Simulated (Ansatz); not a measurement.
Reaction (redistribution): `O[CH2][SnH]([F])[Cl]` + `C[SiH]([SiH3])[SiH3]` → `O[CH2][SnH2][Cl]` + `FC[SiH]([SiH3])[SiH3]`

Program: Ansatz. Geometries: PBE0-D4/def2-TZVP. ΔE: electronic, gas phase. CCSD(T)/CBS is the MP2 limit (def2-TZVPP, def2-QZVPP) plus CCSD(T) − MP2 in def2-TZVPP, frozen cores. Functionals use def2-TZVPP. B3LYP here is the variant with VWN-RPA as its local correlation; programs differ in this. Elements past krypton have def2 core potentials. For Sn outer-core shells are correlated without core-valence functions, which leaves a few kJ/mol of doubt a bond. One conformer a species, not always the lowest.

| level | ΔE (kJ/mol) | difference from CCSD(T)/CBS |
| --- | --- | --- |
| PBE-D4 | 173.1 | -9.9 |
| r2SCAN-D4 | 180.8 | -2.2 |
| ωB97X-V | 173.4 | -9.6 |
| ωB97M-V | 174.2 | -8.8 |
| PBE | 173.0 | -10.0 |
| PBE0 | 172.3 | -10.7 |
| B3LYP | 174.2 | -8.8 |
| HF/def2-TZVPP | 170.6 | -12.4 |
| MP2/def2-TZVPP | 185.0 | 2.0 |
| CCSD/def2-TZVPP | 172.5 | -10.5 |
| CCSD(T)/def2-TZVPP | 173.8 | -9.2 |
| HF/def2-QZVPP | 174.1 | -8.9 |
| MP2/def2-QZVPP | 191.5 | 8.5 |
| SCS-MP2/def2-QZVPP | 186.2 | 3.2 |
| HF/CBS(def2) | 174.5 | -8.5 |
| MP2/CBS(def2) | 194.2 | 11.2 |
| CCSD(T)/CBS | 183.0 | 0 |

Largest T1 diagnostic among the species: 0.013.

In def2-TZVPP, CCSD(T) changes the Hartree–Fock value by +3.2 kJ/mol (the triples alone add +1.3 kJ/mol) and MP2 by +14.4 kJ/mol.
